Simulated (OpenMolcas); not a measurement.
## Ionisation energies of platinum

* Program: OpenMolcas
* Basis: ANO-RCC-VDZP [7s6p4d2f]
* Scalar Hamiltonian: DKH2, point nucleus
* Spin-orbit coupling: RASSI with atomic mean-field integrals over the reference wave functions, term energies averaged over their components

Active shells in each charge state: the valence d shell, with orbitals averaged over the low states. Where CASPT2's correlated closed shells are named, they are those of the first ion.

A. CASSCF
B. SS-CASPT2, IPEA 0.25 Eh, imaginary shift 0.1 Eh (closed shells correlated: 5s 5p)
C. SS-CASPT2, IPEA 0.25 Eh, imaginary shift 0.1 Eh (closed shells correlated: none)
D. SS-CASPT2, IPEA 0.25 Eh, imaginary shift 0.1 Eh (closed shells correlated: 4f 5s 5p)
E. SS-CASPT2, IPEA 0 Eh, imaginary shift 0.1 Eh (closed shells correlated: 5s 5p)

Energies in eV between the lowest computed levels, named as in B; reference values from the NIST Atomic Spectra Database with their kind.

```
           From               To        A        B        C        D        E  Spin-orbit share in B              Reference
   Pt2+ 5d⁸ ³F₄  Pt3+ 5d⁷ ⁴F_9/2   29.463   30.803   30.772   30.893   30.778                 -0.099   29.000 (theoretical)
Pt3+ 5d⁷ ⁴F_9/2     Pt4+ 5d⁶ ⁵D₄   42.958   44.019   43.970   44.120   44.017                 +0.263   43.000 (theoretical)
   Pt4+ 5d⁶ ⁵D₄  Pt5+ 5d⁵ ⁶S_5/2   56.501   57.412   57.328   57.520   57.398                 +0.720   56.000 (theoretical)
Pt5+ 5d⁵ ⁶S_5/2     Pt6+ 5d⁴ ⁵D₀   74.983   75.429   75.424   75.552   75.490                 -1.237   75.000 (theoretical)
   Pt6+ 5d⁴ ⁵D₀  Pt7+ 5d³ ⁴F_3/2   90.977   91.365   91.298   91.475   91.412                 -0.485   91.000 (theoretical)
Pt7+ 5d³ ⁴F_3/2     Pt8+ 5d² ³F₂  108.420  108.698  108.596  108.795  108.738                 -0.055  109.000 (theoretical)
```

The lowest level within the active space need not be the ion's true ground level.
